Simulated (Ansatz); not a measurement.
[GeBr3]- (GeBr3⁻), 4 atoms. Hardware: 4 threads of Arm Neoverse N1 on a shared host.

The 6-31G sets use Cartesian d functions. Correlated methods freeze 36 core orbitals; core or outer-core shells of Ge, Br are correlated, in sets that lack core-valence functions.

(1) How many basis functions does each of these Ansatz runs have, and roughly what does it cost? B3LYP-D4/def2-TZVPD, charge -1 singlet, energy, from earlier orbitals; PBE0-D4/def2-SVP, charge -1 singlet, energy with a search over starts; HF/STO-3G, charge -1 singlet, energy; RPA@PBE/def2-SVPD, charge -1 singlet, energy, from earlier orbitals; PBE-D4/def2-TZVPD, charge 0 doublet, energy, from earlier orbitals; revPBE-D4/def2-TZVPD, charge -1 singlet, energy, from earlier orbitals; PBE-D4/def2-TZVPD, charge 0 doublet at the geometry of the charge -1 singlet, energy, from earlier orbitals; HF/6-31G, charge -1 singlet, energy; CCSD(T)/def2-SVPD, charge -1 singlet, energy, from earlier orbitals; LDA (SPW92)/def2-TZVPD, charge -1 singlet, energy and forces, from earlier orbitals; ωB97X-V/def2-TZVPD, charge -1 singlet, energy, from earlier orbitals; r2SCAN-D4/def2-TZVPD, charge -1 triplet at the geometry of the charge -1 singlet, energy, from earlier orbitals.

Answers

(1) Other jobs shared the machine, so times can vary by a factor of up to 3. A dash marks memory too small to be measured apart from the calling script's.

```
                                                                                                            run  functions  fitting or Cholesky vectors  wall time  peak host memory (GiB)
                                                                           HF/STO-3G, charge -1 singlet, energy         72                          713     0.65 s                       –
                                                                            HF/6-31G, charge -1 singlet, energy        116                         1045      2.2 s                       –
                            LDA (SPW92)/def2-TZVPD, charge -1 singlet, energy and forces, from earlier orbitals        225                         1633      3.8 s                       –
                                          PBE0-D4/def2-SVP, charge -1 singlet, energy with a search over starts        128                         1228      4.6 s                       –
                                         revPBE-D4/def2-TZVPD, charge -1 singlet, energy, from earlier orbitals        225                         1633      5.5 s                       –
                                            RPA@PBE/def2-SVPD, charge -1 singlet, energy, from earlier orbitals        161                         1536        9 s                       –
                                             PBE-D4/def2-TZVPD, charge 0 doublet, energy, from earlier orbitals        225                         1633       11 s                       –
    PBE-D4/def2-TZVPD, charge 0 doublet at the geometry of the charge -1 singlet, energy, from earlier orbitals        225                         1633       12 s                       –
                                          B3LYP-D4/def2-TZVPD, charge -1 singlet, energy, from earlier orbitals        225                         1782       13 s                    0.93
                                           ωB97X-V/def2-TZVPD, charge -1 singlet, energy, from earlier orbitals        225                         1782       24 s                     1.1
r2SCAN-D4/def2-TZVPD, charge -1 triplet at the geometry of the charge -1 singlet, energy, from earlier orbitals        225                         1633       69 s                    0.91
                                            CCSD(T)/def2-SVPD, charge -1 singlet, energy, from earlier orbitals        161                         1536       98 s                     1.4
```
